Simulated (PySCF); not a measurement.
Ge(AsH2)(F)3 (AsF₃GeH₂), SMILES [F][Ge]([F])([F])[AsH2]. Atoms are numbered in the order given.

```xyz
7

F     -1.3758    -0.8003     1.3764
Ge    -0.7004     0.0011     0.0000
F     -1.3758    -0.8003    -1.3764
F     -1.4262     1.5720     0.0000
As     1.7145    -0.0545     0.0000
H      1.7182     1.0100    -1.0993
H      1.7182     1.0100     1.0993
```

Geometry: B3LYP-D3(BJ)/def2-SVP. The structure was generated by enumeration, and PubChem lists no compound with its InChIKey, so it may never have been made.

Computed with PBE/pcSseg-1 in PySCF.

GIAO shieldings, no solvent; atoms alike by connectivity are averaged. δ = σ(ref) − σ: ¹⁹F against CFCl3 (σ = 133.6 ppm); ⁷³Ge against GeH4 (σ = 1614.4 ppm); ⁷⁵As against AsH3 (σ = 1870.9 ppm); ¹H against TMS (σ = 31.49 ppm), references at their B3LYP-D3(BJ)/def2-TZVP geometries, non-relativistic.

```json
[
 {"nucleus": "¹⁹F", "atoms": "F1, F3, F4", "count": "3", "δ (ppm)": "-111.3"},
 {"nucleus": "⁷³Ge", "atoms": "Ge2", "count": "1", "δ (ppm)": "358.9"},
 {"nucleus": "⁷⁵As", "atoms": "As5", "count": "1", "δ (ppm)": "30.7"},
 {"nucleus": "¹H", "atoms": "H6, H7", "count": "2", "δ (ppm)": "3.03"}
]
```
